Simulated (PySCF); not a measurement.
Gas-phase reaction: 2 GeHF₃ + 2 F₂ + Ge₃H₈ ⇌ 5 GeH₂F₂

Method: PySCF energies plus ideal-gas RRHO corrections (1 bar). † marks an energy on the PBE0/def2-TZVP geometry and frequencies; other levels use their own. MP2 freezes the core. All species are closed-shell singlets. B3LYP is the form with VWN-RPA correlation. Ge: all electrons, no relativistic terms. GeHF₃, GeH₂F₂: computed as isolated molecules; such fragments, hydroxides, amides, oligomers or adducts are transient or little studied in the gas. MP2 isn't extrapolated to the basis-set limit; its ΔH°(298 K) is -1269.7 kJ in def2-SVP and -1290.8 kJ in def2-TZVPP. The harmonic model lacks anharmonicity and excited electronic states, which grow with temperature; levels with a mode under 35 cm⁻¹ are left out. Internal rotation in Ge₃H₈ is treated as a harmonic vibration of one conformer, which makes the entropy rough.

```tsv
level	ΔE electronic, kJ	ΔH°(298 K), kJ	ΔS°(298 K), J/K	ΔG°(1600 K), kJ
B3LYP/def2-TZVP†	-1238	-1232	7	-1220
BLYP/def2-TZVP†	-1193	-1188	7	-1176
M06-2X/def2-TZVP†	-1338	-1332	7	-1321
MP2/def2-SVP†	-1275	-1270	7	-1258
PBE0/def2-TZVP	-1210	-1204	7	-1192
```
ΔH° is lowest at M06-2X/def2-TZVP† and highest at BLYP/def2-TZVP†. No reference value is set beside these.
